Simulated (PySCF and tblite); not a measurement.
Results of a calculation; reference values are marked as such.
System: C₈H₇F, numbered as in [F:1][C:2]1=[CH:3][C@H:4]2[CH:5]=[CH:6][C@H:7]3[C@@H:8]1[C@@H:9]23.

For the Cope rearrangement (breaking C8–C7, making C3–C5): electronic barrier 8.28 kcal/mol, zero-point change -1.05 kcal/mol, thermal and entropy terms at 298.15 K a further 0.15 kcal/mol (symmetry numbers apart). The minimum is C1, the saddle Cs. Level: PBE0/pcSseg-1 + D3(BJ), IEF-PCM water on PBE0-D3(BJ)/def2-SVP stationary points, with GFN2-xTB thermal terms. Rate constants are transition-state-theory values, counting equivalent paths, without tunnelling. (PySCF 2.14 with density fitting, tblite 0.8.)

Problem. How many equivalent paths lead out of the minimum?

Solution. 1: the symmetry number of the minimum is 1, that of the saddle displaced along its mode 1.

Problem. Work out the rate at 298.15 K.

Solution. ΔG‡ = 7.38 kcal/mol; k_B T/h = 6.2×10¹² s⁻¹; exp(−ΔG‡/RT) = 3.9×10⁻⁶; times 1 gives k = 2.4×10⁷ s⁻¹. Wigner's tunnelling factor for the 436i cm⁻¹ mode would be 1.18.
